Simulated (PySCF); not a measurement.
Atom-mapped SMILES (the numbers label the heavy atoms): `[O:1]=[C:2]1[CH:3]=[CH:4][C:5](=[O:6])[C:7]([O:8][C:9]([F:10])([F:11])[F:12])=[CH:13]1`; H(Xn) means a hydrogen on atom n.

How the numbers were obtained: GFN2-xTB structure, NMR shieldings at PBE0/pcSseg-1/GIAO, in PySCF 2.14 (no solvent model, non-relativistic, single conformer, equivalent nuclei averaged).

Referencing at the same level of theory: ¹³C and ¹H against TMS; ¹⁷O vs H2O; CFCl3 for ¹⁹F.

| atoms | nucleus | count | Hirshfeld charge | δ (ppm) |
| --- | --- | --- | --- | --- |
| O8 | ¹⁷O | 1 | -0.10 | ? |
| O6 | ¹⁷O | 1 | -0.20 | 736.1 |
| C2 | ¹³C | 1 | 0.15 | 191.4 |
| C13 | ¹³C | 1 | -0.07 | ? |
| C5 | ¹³C | 1 | 0.15 | 184.1 |
| C3 | ¹³C | 1 | -0.02 | 142.3 |
| H(C3) | ¹H | 1 | 0.07 | 6.84 |
| H(C13) | ¹H | 1 | 0.05 | 6.64 |
| F10/F11/F12 | ¹⁹F | 3 | -0.09 | -72.3 |
| C7 | ¹³C | 1 | 0.08 | 156.0 |
| O1 | ¹⁷O | 1 | -0.21 | ? |
| C4 | ¹³C | 1 | -0.03 | ? |
| C9 | ¹³C | 1 | 0.32 | 129.9 |
| H(C4) | ¹H | 1 | 0.07 | 6.90 |

**Question.** Complete the table.

**Answer.** 
- C4: 140.5 ppm, β carbon of a C=C–C=O unit; conjugation with the carbonyl draws π density from the β position
- C13: 120.8 ppm, β carbon of a C=C–C=O unit
- O1: 773.3 ppm, ketone oxygen
- O8: 174.7 ppm, ether oxygen

Shifts are as computed. Against solution values, carbons near 30 ppm lie about +3 ppm off and those near 130 ppm about +5 ppm. Of 1211 compounds with measured shifts, 218 miss one by over three times the rms of a fit or turn the order of signals round; such compounds aren't used in these exercises. Unscaled 19F shifts against computed CFCl3 carry errors that often reach 10 to 50 ppm. Unscaled 17O shifts of doubly bonded oxygen tend to come out too high, by tens of ppm or more. Experimental scales use liquid or dissolved standards, which lie at an offset from isolated H2O (liquid H2O: subtract about 36 ppm).
